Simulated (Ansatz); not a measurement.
C2H3BrN2Si, SMILES `Br/C=N\C1=N[SiH2]1`, 9 atoms. Charge 0, multiplicity 1. Correlated methods include outer-core shells of Br, which these sets cover unevenly. Scalar relativity is left out up to krypton. All runs use 4 threads of an Arm Neoverse V2 on a shared host. Correlated methods freeze the cores.

**Question.** How many basis functions does each run have, and how long does it take in Ansatz? RKS PBE0-D4/def2-TZVP frequencies; RKS CAM-B3LYP-D4/def2-TZVPP energy; RKS ωB97M-V/def2-QZVPP energy; RKS PBE0-D4/def2-QZVPP energy; RKS PBE0-D4/def2-TZVP relaxation (12 steps); RHF-CCSD(T)/def2-TZVPP energy; direct RPA on PBE orbitals/def2-TZVPP energy; RKS ωB97X-V/def2-TZVPP energy; RKS B2PLYP (frozen core)/def2-TZVPP energy; RKS SPW92 (LDA)/def2-TZVPP energy; RHF-CCSD(T)/def2-SVP energy; RHF-MP2/def2-QZVPP energy. (An estimate is asked.)

**Answer.** Computed: Other jobs shared the machine, so times are rough.

```tsv
level	job	functions	wall time	peak host memory (GiB)
RKS SPW92 (LDA)/def2-TZVPP	energy	256	1.4 s	0.36
RKS CAM-B3LYP-D4/def2-TZVPP	energy	256	4.4 s	0.9
RKS B2PLYP (frozen core)/def2-TZVPP	energy	256	7 s	0.75
direct RPA on PBE orbitals/def2-TZVPP	energy	256	7.5 s	0.71
RKS ωB97X-V/def2-TZVPP	energy	256	9 s	0.96
RKS PBE0-D4/def2-QZVPP	energy	477	11 s	2.1
RHF-CCSD(T)/def2-SVP	energy	121	11 s	0.69
RKS ωB97M-V/def2-QZVPP	energy	477	24 s	2.5
RHF-MP2/def2-QZVPP	energy	477	25 s	3
RKS PBE0-D4/def2-TZVP	relaxation (12 steps)	227	58 s	0.74
RKS PBE0-D4/def2-TZVP	frequencies	227	3 min	0.74
RHF-CCSD(T)/def2-TZVPP	energy	256	4.6 min	6
```
